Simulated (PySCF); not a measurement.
SMILES C#C[SiH2]C(C)(C)C, GFN2-xTB optimised geometry.

```
19

C      2.42     1.35     2.53
C      2.07     0.77     1.53
Si     1.51    -0.11     0.00
C     -0.41    -0.11     0.00
C     -0.93     1.32     0.00
C     -0.93    -0.83    -1.24
C     -0.93    -0.83     1.24
H      2.72     1.85     3.40
H      2.02    -1.49     0.04
H      2.02     0.61    -1.17
H     -0.59     1.86    -0.88
H     -0.58     1.86     0.88
H     -2.02     1.33     0.00
H     -0.59    -1.86    -1.27
H     -2.02    -0.84    -1.25
H     -0.59    -0.34    -2.15
H     -0.60    -1.86     1.27
H     -2.02    -0.83     1.25
H     -0.58    -0.34     2.15
```

Density from PySCF with B3LYP/def2-SVP at that geometry.

Minimum of the electron density along straight lines between bonded atoms, close to the bond critical point (lines longer than 1.1 times the sum of covalent radii, or with two minima, are not listed):

```
bond     length / Å  ρ at the minimum / e bohr⁻³  ∇²ρ there / e bohr⁻⁵  position (fraction from the first atom)
-------  ----------  ---------------------------  --------------------  ---------------------------------------
C1–C2         1.202                        0.406                 -1.17                                     0.53
C2–Si3        1.851                        0.109                  0.41                                     0.61
Si3–C4        1.921                        0.113                  0.27                                     0.38
C4–C5         1.529                        0.242                 -0.54                                     0.50
C4–C6         1.529                        0.243                 -0.54                                     0.50
C4–C7         1.529                        0.243                 -0.54                                     0.50
C1–H8         1.053                        0.294                 -1.23                                     0.66
Si3–H9        1.468                        0.117                  0.33                                     0.49
Si3–H10       1.468                        0.117                  0.33                                     0.49
C5–H11        1.089                        0.277                 -1.01                                     0.62
C5–H12        1.088                        0.278                 -1.02                                     0.63
C5–H13        1.090                        0.275                 -0.99                                     0.62
C6–H14        1.089                        0.277                 -1.01                                     0.62
C6–H15        1.091                        0.275                 -1.00                                     0.62
C6–H16        1.089                        0.277                 -1.01                                     0.62
C7–H17        1.089                        0.277                 -1.01                                     0.62
C7–H18        1.091                        0.275                 -0.99                                     0.62
C7–H19        1.088                        0.278                 -1.02                                     0.63
```
